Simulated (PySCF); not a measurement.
SMILES OB(O)CCB(O)O (C2H8B2O4), singlet, GFN2-xTB optimised geometry.

```
16

O      2.60    -0.47     0.13
B      1.92     0.70     0.09
O      2.66     1.85     0.07
C      0.32     0.70     0.07
C     -0.32    -0.69     0.00
B     -1.92    -0.69     0.00
O     -2.60     0.47     0.00
O     -2.65    -1.85     0.00
H      3.56    -0.36     0.14
H      2.16     2.66     0.04
H     -0.05     1.20     0.96
H     -0.04     1.29    -0.77
H      0.05    -1.29     0.84
H      0.05    -1.20    -0.90
H     -3.56     0.35     0.00
H     -2.15    -2.66     0.00
```

Density from B3LYP/def2-TZVP (PySCF 2.14.0) at that geometry.

Minimum of the electron density along straight lines between bonded atoms, close to the bond critical point (lines longer than 1.1 times the sum of covalent radii, or with two minima, are not listed):

| bond | length / Å | ρ at the minimum / e bohr⁻³ | ∇²ρ there / e bohr⁻⁵ | position (fraction from the first atom) |
|---|---|---|---|---|
| O1–B2 | 1.349 | 0.217 | 0.99 | 0.67 |
| B2–O3 | 1.367 | 0.206 | 0.88 | 0.33 |
| B2–C4 | 1.599 | 0.188 | -0.44 | 0.34 |
| C4–C5 | 1.536 | … | … | 0.50 |
| C5–B6 | 1.599 | 0.188 | -0.44 | 0.66 |
| B6–O7 | 1.349 | 0.217 | 0.99 | 0.33 |
| B6–O8 | 1.367 | 0.206 | 0.88 | 0.33 |
| O1–H9 | 0.958 | 0.362 | -2.48 | 0.81 |
| O3–H10 | 0.955 | 0.365 | -2.52 | 0.81 |
| C4–H11 | 1.093 | 0.274 | -0.91 | 0.63 |
| C4–H12 | 1.093 | 0.274 | -0.92 | 0.63 |
| C5–H13 | 1.093 | 0.274 | -0.92 | 0.63 |
| C5–H14 | 1.093 | 0.274 | -0.91 | 0.63 |
| O7–H15 | 0.958 | 0.362 | -2.48 | 0.81 |
| O8–H16 | 0.955 | 0.365 | -2.52 | 0.81 |

Q: What belongs in the gaps?

A: 
- C4–C5, ρ at the minimum / e bohr⁻³: 0.238
- C4–C5, ∇²ρ there / e bohr⁻⁵: -0.56
